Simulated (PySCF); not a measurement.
Working out the ionisation energy of Nb

Nb [Kr] 4d4 5s1 (6D) → Nb⁺ [Kr] 4d4 (5D). All numbers are calculated (PySCF 2.14, the spin-free X2C one-electron Hamiltonian (Gaussian nucleus), in x2c-TZVPPall (8s6p6d2f1g, 79 functions)). Frozen: [Ar] 3d10. Energies in hartree (1 hartree = 27.21139 eV):

| part | Nb (lower) | Nb⁺ (upper) |
| --- | --- | --- |
| UHF | -3817.235561 | -3817.015336 |
| MP2 opposite-spin | -0.191067 | -0.183631 |
| MP2 same-spin | -0.119794 | -0.098792 |

What does Hartree-Fock give?

(-3817.015336) − (-3817.235561) = 0.220225 hartree = 5.993 eV.

What do MP2 and SCS-MP2 (6/5 opposite-spin, 1/3 same-spin) give?

The opposite-spin parts differ by 0.202 eV and the same-spin parts by 0.571 eV. MP2: 5.993 + (0.202) + (0.571) = 6.766 eV. SCS-MP2: 5.993 + 1.2 × (0.202) + (0.571)/3 = 6.426 eV.

Measured between the centres of the two terms (NIST): 6.776 eV, so MP2 (valence and next inner shell) is off by -0.010 eV.

What remains against the reference includes basis incompleteness, the frozen core and correlation beyond second order.
